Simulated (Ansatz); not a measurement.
Consider the formal exchange of groups at the Al–Br bond: `[Br][Al]1[CH2][CH2]1` + `C=N` → `N=[CH][Al]1[CH2][CH2]1` + HBr.

Isolated molecules relaxed with PBE0-D4/def2-TZVP in Ansatz; ΔE leaves out vibrations. CCSD(T)/CBS adds triple-zeta CCSD(T) − MP2 to the extrapolated MP2 energy (def2 sets, frozen cores). This one scheme is used for every species. DFT in def2-TZVPP. For Br outer-core shells are correlated without core-valence functions, which leaves a few kJ/mol of doubt a bond. Scalar relativity is left out up to krypton. Each species was taken in one conformer, which may not be the lowest.

(1) Is it downhill or uphill in electronic energy at CCSD(T)/CBS, and by how much? (Estimate.)

(2) What do these levels give: PBE-D4, r2SCANh-D4, PBE-QIDH, BHLYP, CCSD/def2-SVP, CCSD/def2-TZVPP? (Estimate.)

(3) What do rigid-rotor, harmonic-oscillator terms from PBE0-D4/def2-TZVP frequencies (298.15 K, 1 bar) make of the CCSD(T)/CBS value? (Estimate.)

Largest T1 diagnostic among the species: 0.013.

Answers

(1) Ansatz gave: Uphill: ΔE = +1.79 eV.

(2) Computed: PBE-D4 1.67, r2SCANh-D4 1.82, PBE-QIDH 1.84, BHLYP 1.86, CCSD/def2-SVP 1.80, CCSD/def2-TZVPP 1.81 eV.

(3) The calculation gave: ΔZPE = -0.11 eV, ΔH = +1.70 eV, ΔS = -3 J/(mol·K), ΔG = +1.71 eV. Modes under 50 cm⁻¹ make the entropy rough.

From BLYP to BHLYP (50 % exact exchange), in def2-TZVPP and without D4, ΔE moves by +0.17 eV. Leaving LDA and LC-ωPBE aside and taking each functional with its dispersion term where it has one, the values, not all of them listed here, spread over 0.20 eV, from revPBE-D4 to BHLYP-D4. LDA lies −0.06 eV from PBE without D4.
